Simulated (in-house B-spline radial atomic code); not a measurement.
# Xe⁴⁺: [Kr] 4d10 5s2 5p2

Method: Dirac-Kohn-Sham B97-1, spherical fractional occupations, exact exchange averaged over the configuration, Fermi nucleus of rms radius 4.7859 fm. Calculated with a radial B-spline atomic code at the basis-set limit.

Effective charges: Z_r = [3n² - l(l+1)]/(2<r>) from the radius, Z_e = n√(-2ε) from the energy, and Slater's rules. Values are occupation-weighted means over j. An effective charge above Z reflects the relativistic contraction of the inner shells.

```tsv
shell	electrons	ε (eV)	<r> (bohr)	Z_r	Z_e	Slater
1s	2	-34477	0.02666	56.27	50.34	53.70
2s	2	-5426.5	0.1141	52.56	39.94	49.85
2p	6	-4881.4	0.1001	49.96	37.88	49.85
3s	2	-1156.8	0.3058	44.14	27.66	42.75
3p	6	-978.85	0.3038	41.15	25.45	42.75
3d	10	-710.77	0.2807	37.41	21.68	32.85
4s	2	-250.95	0.716	33.52	17.18	26.25
4p	6	-193.73	0.7633	30.13	15.09	26.25
4d	10	-108.84	0.8695	24.15	11.31	14.85
5s	2	-62.982	1.713	21.89	10.76	9.65
5p	2	-49.058	1.941	18.81	9.49	9.65
```

The least bound orbital is 5p3/2 at -48.43 eV, and it is also the most diffuse (<r> = 1.961 bohr).

Spin-orbit splittings of the orbital energies (j = l + 1/2 above j = l - 1/2 when positive): 2p 324.8 eV, 3p 62.05 eV, 3d 13.08 eV, 4p 12.48 eV, 4d 2.038 eV, 5p 1.885 eV.

For the 1s electron the small component carries 3.96 % of the norm, the zero-frequency Breit interaction raises the level by 86.88 eV, self-energy by 49.99 eV, and vacuum polarisation lowers it by 7.005 eV.

The density falls to 0.001 bohr⁻³ at 3.431 bohr; Σ<r²> = 30.819 bohr² gives, by the non-relativistic formula and without the paramagnetism of open shells, a Langevin diamagnetic susceptibility of -24.41×10⁻⁶ cm³/mol.
